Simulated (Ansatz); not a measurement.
Basis sets compared for Al₈Sb₇I₃. The state is a singlet with charge 0. Geometry PBE-D4/def2-SVP. Ansatz on 2 threads of AMD EPYC 7R13 on a shared host and a share (18 GiB) of an NVIDIA H100 80GB HBM3; times are rough, and most runs start from earlier orbitals.

```xyz
18

Sb    0.278   -2.583    0.768
Sb    3.726   -0.282   -0.288
Sb   -3.100   -0.321    2.731
Sb    0.677    1.605    3.073
Sb    0.250   -0.225   -3.287
Sb    0.854    3.731   -1.046
Sb   -2.870    0.898    0.066
Al   -0.547   -0.355   -0.738
Al   -2.315   -1.825    0.782
Al    1.852   -1.733   -1.502
Al    1.510    0.007    1.153
Al   -0.365    2.022    0.650
Al    1.794    1.234   -1.378
Al   -0.450   -0.846    3.015
Al   -0.681    2.195   -2.497
I     2.278   -3.836   -2.822
I    -0.031   -2.450    4.923
I    -2.862    2.764   -3.605
```

In the def2 sets I, Sb take a core potential; there is no spin–orbit coupling. Single mean-field runs in def2-SVP, def2-TZVP are fitted with def2-universal-jkfit.

Binding counts from free atoms (Sb quartet, Al doublet, I doublet) in the same basis, without a counterpoise term.

| level | functions | energy (Eh) | HOMO (eV) | LUMO (eV) | binding per atom (eV) | wall time |
| --- | --- | --- | --- | --- | --- | --- |
| PBE-D4/def2-SVP | 404 | -4513.4570 | -5.49 | -4.25 | 2.94 | 7 s |
| PBE0-D4/def2-SVP | 404 | -4513.7841 | -6.25 | -3.94 | 2.85 | 11 s |

(1) Estimate the rows for PBE-D4/def2-TZVP (with forces), PBE0-D4/def2-TZVP (with forces).

Results:

(1) 
```tsv
level	functions	energy (Eh)	HOMO (eV)	LUMO (eV)	binding per atom (eV)	wall time
PBE-D4/def2-TZVP (with forces)	796	-4514.2153	-5.46	-4.24	2.94	19 s
PBE0-D4/def2-TZVP (with forces)	796	-4514.5283	-6.18	-3.88	2.87	22 s
```
